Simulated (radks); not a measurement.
The numbers below are computed, except where a source is named.
Isoelectronic series with 2 electrons, each ion in its NIST ground configuration. Code: a radial shooting solver on a logarithmic mesh with Libxc functionals. Model: scalar-relativistic Kohn-Sham, SCAN, spin-polarised, spherical densities, finite nucleus; meta-GGA in the generalised Kohn-Sham scheme; Fermi nuclear charge, rms radius of each element as measured or else 0.836 A^(1/3) + 0.57 fm. Total energies (hartree) and orbital eigenvalues (eV):

He: configuration [He]; E (hartree) -2.90510; 1s -16.5375
B3+: configuration [He]; E (hartree) -22.04023; 1s -234.4063
O6+: configuration [He]; E (hartree) -59.20850; 1s -697.6040
Cl15+: configuration [He]; E (hartree) -279.60316; 1s -3567.872
Ca18+: configuration [He]; E (hartree) -389.72698; 1s -5022.953
Fe24+: configuration [He]; E (hartree) -665.91249; 1s -8693.222
Cu27+: configuration [He]; E (hartree) -832.39644; 1s -10914.05
Br33+: configuration [He]; E (hartree) -1223.45098; 1s -16144.55
Sr36+: configuration [He]; E (hartree) -1448.65239; 1s -19162.69
Nb39+: configuration [He]; E (hartree) -1694.12211; 1s -22455.93
Ru42+: configuration [He]; E (hartree) -1960.27792; 1s -26029.90
Ag45+: configuration [He]; E (hartree) -2247.59078; 1s -29890.91
Sn48+: configuration [He]; E (hartree) -2556.57634; 1s -34045.90
I51+: configuration [He]; E (hartree) -2887.81323; 1s -38502.64
Ba54+: configuration [He]; E (hartree) -3241.9426; 1s -43269.78
Pr57+: configuration [He]; E (hartree) -3619.6800; 1s -48356.91
Sm60+: configuration [He]; E (hartree) -4021.7853; 1s -53774.28
Tb63+: configuration [He]; E (hartree) -4449.2046; 1s -59534.60
